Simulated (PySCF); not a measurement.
**Potential energy of CdN along the bond**

Set-up: Cd cc-pVDZ-PP with ECP28, N cc-pVDZ; scalar-relativistic core potentials (PySCF 2.14). Energies in eV from Cd + N in their ground configurations at the same level. All curves are PBE0. state 1: ⁴Σ⁻ (quartet), unpaired electrons σ ↑, π ↑↑; state 2: Ms = 0.5 determinant of mixed spin (⟨S²⟩ near 1.8), unpaired electrons σ ↓, π ↑↑, a second solution, started from another occupation; state 3: Ms = 0.5 determinant of mixed spin (⟨S²⟩ near 1.8), unpaired electrons σ ↑, π ↑↓, a mixture of terms (⟨Lz²⟩ = 2.0), a second solution, started from another occupation; state 4: Ms = 0.5 determinant of mixed spin (⟨S²⟩ near 1.1), unpaired electrons π ↑, a second solution, started from another occupation.

```
R (Å)  state 1  state 2  state 3  state 4
2.111   0.0159   0.4949   0.8489   1.0992
2.209  -0.0711   0.4729   0.8031   1.2326
2.308  -0.1091   0.5080   0.8086   1.4041
2.381  -0.1194   0.5554   0.8309   1.5439
2.455  -0.1206   0.6121   0.8612   1.6859
2.529  -0.1167   0.6722   0.8946   1.8249
2.627  -0.1077   0.7511   0.9391   1.9993
2.750  -0.0948   0.8404   0.9893   2.1937
2.897  -0.0807   0.9284   1.0383   2.3899
3.093  -0.0658   1.0140   1.0854   2.5942
```

Question: Put a parabola through the three lowest points of the state 1 curve and estimate Re, k and ωe (reduced mass 12.47 u; 1 eV/Å² = 0.16022 mdyn/Å; ωe = 1302.8·√(k/μ) cm⁻¹).

Answer: Through R = 2.381, 2.455, 2.529 Å the second-order coefficient is 0.466 eV/Å², so Re ≈ 2.435 Å, k ≈ 0.149 mdyn/Å and ωe ≈ 143 cm⁻¹. A polynomial fit of higher order to the unrounded PBE0 energies gives Re = 2.430 Å, k = 0.181 mdyn/Å, ωe = 157 cm⁻¹; anharmonicity and rounding make the difference.

The higher-order fit for each curve: state 1: Re = 2.430 Å, ωe = 157 cm⁻¹, De = 0.121 eV; state 2: Re = 2.190 Å, ωe = 377 cm⁻¹, minimum 0.472 eV above the ground-state fragments; state 3: Re = 2.242 Å, ωe = 303 cm⁻¹, minimum 0.80 eV above the ground-state fragments. State 4 gave no clean fit.

The bond is weak. Basis-set superposition, not corrected here, can be much of De in a small basis, most of all at correlated wavefunction levels. Functionals without a dispersion term scatter widely for such bonds, and LDA overbinds them. Spin–orbit coupling is left out. The state is the lowest determinant that a PBE0 search found; another state may lie lower at other levels.
